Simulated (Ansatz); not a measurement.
ClGeH6NO2Si, SMILES `[OH][GeH2][NH][SiH](O)Cl`, relaxed with RKS PBE0-D4/def2-TZVP in Ansatz 0.2.0 from a GFN2-xTB geometry. The force threshold is 0.005 eV/Å; the program also tests the step.

Total charge 0; spin multiplicity 1.

Start:

```xyz
12

O     1.137   -0.541   -1.686
Ge   -0.288   -1.205   -0.928
N    -0.993    0.120    0.089
Si   -0.103    1.083    1.222
O     1.434    0.594    1.242
Cl   -0.803    0.853    3.080
H     1.019    0.156   -2.330
H     0.314   -2.335   -0.155
H    -1.325   -1.603   -1.944
H    -1.995    0.173    0.150
H    -0.204    2.481    0.817
H     1.810    0.224    0.443
```

Question: How much energy does the relaxation release, and in how many steps? (Estimate.)

Answer: Computed: 17.87 kJ/mol, in 16 steps, 1 of them rejected.

Question: Which bonds change most? (An estimate is asked.)

Answer: The calculation gave: Si4–Cl6 from 1.999 to 2.056 Å; O1–Ge2 from 1.746 to 1.796 Å; Ge2–H8 from 1.496 to 1.529 Å; Ge2–H9 from 1.505 to 1.536 Å.

Question: Give the relaxed structure. (An estimate is asked.)

Answer: The calculation gave: 
```xyz
12

O     1.275   -0.661   -1.492
Ge   -0.307   -1.227   -0.860
N    -1.001    0.199    0.053
Si   -0.122    1.090    1.219
O     1.459    0.797    0.980
Cl   -0.558    0.524    3.147
H     1.185   -0.088   -2.258
H     0.090   -2.399    0.038
H    -1.268   -1.587   -2.004
H    -1.978    0.402   -0.094
H    -0.479    2.522    1.154
H     1.703    0.427    0.118
```
